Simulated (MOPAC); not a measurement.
MOPAC input (AM1):

```
AM1 1SCF GEO-OK AUX(PRECISION=9) THREADS=1
H7N3Si

N     0.02965800 1    1.57863600 1   -0.55059800 1
Si   -0.17442500 1    0.08708400 1    0.28068700 1
N    -0.89357700 1   -0.94432500 1   -0.88466100 1
N     1.14702200 1   -0.82892100 1    0.89070600 1
H     0.12508600 1    2.44042700 1   -0.03793400 1
H     0.49570500 1    1.62459800 1   -1.44332600 1
H    -0.93018300 1    0.46686300 1    1.50097000 1
H    -0.99170800 1   -1.92976200 1   -0.70330600 1
H    -1.61008800 1   -0.59735500 1   -1.50096300 1
H     1.54359600 1   -0.61600000 1    1.79182200 1
H     1.82781800 1   -1.24567100 1    0.27498400 1
```

From the output:

```
                                                       MOPAC v23.2.5 Linux

          FINAL HEAT OF FORMATION =        -66.31616 KCAL/MOL =    -277.46683 KJ/MOL

          COSMO AREA              =        112.36 SQUARE ANGSTROMS
          COSMO VOLUME            =         99.24 CUBIC ANGSTROMS

          IONIZATION POTENTIAL    =          9.472260 EV
          HOMO LUMO ENERGIES (EV) =         -9.472  2.300
          NO. OF FILLED LEVELS    =         13
          MOLECULAR WEIGHT        =         77.1609         POINT GROUP:  Cs

          MOLECULAR DIMENSIONS (Angstroms)

            Atom       Atom       Distance
            H    10    H     9     4.55944
            H     8    H     5     4.38896
            H     7    H    11     2.96576

          SCF CALCULATIONS        =          1

   ATOM   CHEMICAL          X               Y               Z
  NUMBER   SYMBOL      (ANGSTROMS)     (ANGSTROMS)     (ANGSTROMS)

     1       N          0.02965800  *   1.57863600  *  -0.55059800  *
     2      Si         -0.17442500  *   0.08708400  *   0.28068700  *
     3       N         -0.89357700  *  -0.94432500  *  -0.88466100  *
     4       N          1.14702200  *  -0.82892100  *   0.89070600  *
     5       H          0.12508600  *   2.44042700  *  -0.03793400  *
     6       H          0.49570500  *   1.62459800  *  -1.44332600  *
     7       H         -0.93018300  *   0.46686300  *   1.50097000  *
     8       H         -0.99170800  *  -1.92976200  *  -0.70330600  *
     9       H         -1.61008800  *  -0.59735500  *  -1.50096300  *
    10       H          1.54359600  *  -0.61600000  *   1.79182200  *
    11       H          1.82781800  *  -1.24567100  *   0.27498400  *

                             CARTESIAN COORDINATES

   1    N        0.029658000     1.578636000    -0.550598000
   2   Si       -0.174425000     0.087084000     0.280687000
   3    N       -0.893577000    -0.944325000    -0.884661000
   4    N        1.147022000    -0.828921000     0.890706000
   5    H        0.125086000     2.440427000    -0.037934000
   6    H        0.495705000     1.624598000    -1.443326000
   7    H       -0.930183000     0.466863000     1.500970000
   8    H       -0.991708000    -1.929762000    -0.703306000
   9    H       -1.610088000    -0.597355000    -1.500963000
  10    H        1.543596000    -0.616000000     1.791822000
  11    H        1.827818000    -1.245671000     0.274984000

           Empirical Formula: H7 N3 Si  =    11 atoms

      MOLECULAR POINT GROUP   :   Cs

                  EIGENVALUES
 -31.95359 -31.73702 -31.25593 -16.73588 -16.62981 -16.27877 -15.71628 -14.11006
 -13.60767 -12.24821 -10.30942  -9.63124  -9.47226   2.30036   2.42828   2.63596
   2.79682   5.55464   5.58438   5.76162   6.40360   6.66918   6.71104

              NET ATOMIC CHARGES AND DIPOLE CONTRIBUTIONS

  ATOM NO.   TYPE          CHARGE      No. of ELECS.   s-Pop       p-Pop
    1          N          -0.740525        5.7405     1.54316     4.19737
    2         Si           1.479303        2.5207     0.73641     1.78429
    3          N          -0.737088        5.7371     1.53685     4.20024
    4          N          -0.740525        5.7405     1.54316     4.19737
    5          H           0.174471        0.8255     0.82553
    6          H           0.172804        0.8272     0.82720
    7          H          -0.317225        1.3172     1.31723
    8          H           0.180755        0.8192     0.81925
    9          H           0.180755        0.8192     0.81925
   10          H           0.174471        0.8255     0.82553
   11          H           0.172804        0.8272     0.82720
 DIPOLE           X         Y         Z       TOTAL
 POINT-CHG.     0.224     0.233     0.216     0.389
 HYBRID         0.757     0.160    -0.320     0.838
 SUM            0.982     0.393    -0.104     1.063

          ATOMIC ORBITAL ELECTRON POPULATIONS

     Atom    s        px        py        pz
    1  N   1.54316   1.76916   1.21424   1.21396
    2 Si   0.73641   0.62416   0.54528   0.61485
    3  N   1.53685   1.55139   1.15132   1.49753
    4  N   1.54316   1.35377   1.67276   1.17084
    5  H   0.82553
    6  H   0.82720
    7  H   1.31723
    8  H   0.81925
    9  H   0.81925
   10  H   0.82553
   11  H   0.82720

 **********************
 *                    *
 * JOB ENDED NORMALLY *
 *                    *
 **********************

 == MOPAC DONE ==
```

The geometry given is a B3LYP-D3(BJ)/def2-TZVP minimum.
